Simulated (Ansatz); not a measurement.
`C[SiH2]SS` + `O[SiH](F)[SiH2]F` → `F[SiH2]SS` + `C[SiH2][SiH](O)F`  (redistribution)

Calculated with Ansatz (gas phase, PBE0-D4/def2-TZVP geometries, no zero-point term in ΔE). CCSD(T)/CBS is the MP2 limit (def2-TZVPP, def2-QZVPP) plus CCSD(T) − MP2 in def2-TZVPP, frozen cores. Each species was taken in one conformer, which may not be the lowest.

`C[SiH2]SS`:

Cartesian coordinates in Å:
```
C 0.073 0.472 1.389
Si -0.888 -0.155 -0.076
S -0.151 0.644 -1.932
S 1.768 -0.111 -1.839
H -0.003 1.559 1.465
H -0.316 0.031 2.311
H 1.126 0.201 1.296
H -0.838 -1.639 -0.148
H -2.307 0.293 -0.034
H 1.534 -1.297 -2.432
```

`O[SiH](F)[SiH2]F`:

Cartesian coordinates in Å:
```
O 0.245 -1.159 1.633
Si 0.757 0.115 0.747
F 0.550 1.485 1.551
Si -0.503 0.249 -1.241
F -1.982 -0.273 -0.866
H -0.698 -1.323 1.694
H 2.214 -0.067 0.564
H -0.623 1.624 -1.788
H 0.039 -0.650 -2.294
```

`F[SiH2]SS`:

```xyz
7

F     1.042   -2.116   -0.555
Si    0.198   -0.895    0.040
S     0.095    0.634   -1.446
S    -1.044    1.740   -0.122
H    -1.160   -1.379    0.361
H     0.909   -0.381    1.231
H    -0.041    2.397    0.492
```

`C[SiH2][SiH](O)F`:

Cartesian coordinates in Å:
```
C -1.621 -0.683 0.758
Si -0.103 -1.077 -0.270
Si 1.376 0.736 -0.295
O 0.503 2.043 -0.764
F 1.953 0.978 1.185
H -1.341 -0.479 1.793
H -2.323 -1.519 0.750
H -2.128 0.199 0.362
H -0.477 -1.383 -1.679
H 0.616 -2.264 0.272
H 2.583 0.588 -1.154
H 0.964 2.860 -0.958
```

| species | CCSD(T)/CBS(def2) energy (Eh) |
| --- | --- |
| `C[SiH2]SS` | -1126.32699 |
| `O[SiH](F)[SiH2]F` | -855.49429 |
| `F[SiH2]SS` | -1186.31147 |
| `C[SiH2][SiH](O)F` | -795.51430 |

Work out ΔE.

ΔE = (-1186.31147) + (-795.51430) − (-1126.32699) − (-855.49429) = -0.00449 Eh = -0.12 eV.

Largest T1 diagnostic among the species: 0.012.

Leaving LDA and LC-ωPBE aside and taking each functional with its dispersion term where it has one, the values, not all of them listed here, spread over 0.06 eV, from PBE-QIDH to BLYP-D4. In def2-TZVPP, CCSD(T) changes the Hartree–Fock value by −0.07 eV (the triples alone add −0.01 eV) and MP2 by −0.08 eV.
